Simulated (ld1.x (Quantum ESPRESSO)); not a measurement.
Which setting gave this result? (fluorine (F), RRKJ)

Base potential:

| Quantity | Value |
| --- | --- |
| Element | F |
| Generator | ld1.x (Quantum ESPRESSO) 7.5 |
| Type | norm-conserving RRKJ (Kleinman–Bylander form) |
| Functional | LDA (PZ) |
| Relativity | scalar-relativistic |
| Frozen core | [He] |
| Valence charge | 7 |
| Reference configuration | 2s2 2p3 (charge +2) |
| Partial waves | 2p (bound): rc 1.60 bohr; 3d channel at 0.5 Ry: rc 1.75 bohr; 2s (bound): rc 0.80 bohr |
| Local potential | the s channel |
| Core correction | a·sin(br)/r model core inside 0.55 bohr |

Cutoffs, loose and tight: the cutoffs (Ry, on a coarse ladder) from which the occupation-weighted sum of valence levels, in a spherical-Bessel basis at the reference potential, stays within 10 and 1 mRy of its value at 400 Ry. They do not see the model core or the augmentation charge, which bear on the density cutoff. Test errors are all-electron minus pseudo excitation energies from the reference, over the configurations 2s2 2p5; 2s2 2p4; 2s2 2p2; 2s2 2p1; 2s2 2p5.3; 2s1 2p6; 2s2 2p4.5 (two spin-polarised tests are not counted in the largest error); variants that change the core or the reference have their own tests.

Only the p radius is moved:

```
p radius (bohr)  cutoff, loose  cutoff, tight  bound ghosts  largest test error (meV)  median size of the test errors
              1         140 Ry         230 Ry          none                      +435                        56.1 meV
           1.22         140 Ry         230 Ry          none                      +921                       138.0 meV
           1.38         140 Ry         230 Ry          none                     +1491                       258.6 meV
           1.48         140 Ry         230 Ry          none                     +1975                       355.4 meV
           1.66         140 Ry         230 Ry          none                     +2829                       576.9 meV
           1.82         140 Ry         230 Ry          none                     +3957                       942.7 meV
           2.08         140 Ry         230 Ry          none                     +5785                      1689.7 meV
            2.3         140 Ry         230 Ry          none                     +7582                      2604.5 meV
           2.42         140 Ry         230 Ry          none                     +8584                      3188.7 meV
```

**Question.** One more run gave cutoff, loose: 140 Ry; cutoff, tight: 230 Ry; bound ghosts: none; largest test error (meV): +4631; median size of the test errors: 1196.3 meV. Which value of the p radius was used?

**Answer.** 1.94 bohr. The median size of the test errors moves one way along this sweep, from 56.1 meV at 1 to 3188.7 meV at 2.42 bohr, which places the run between 1.82 and 2.08 bohr.
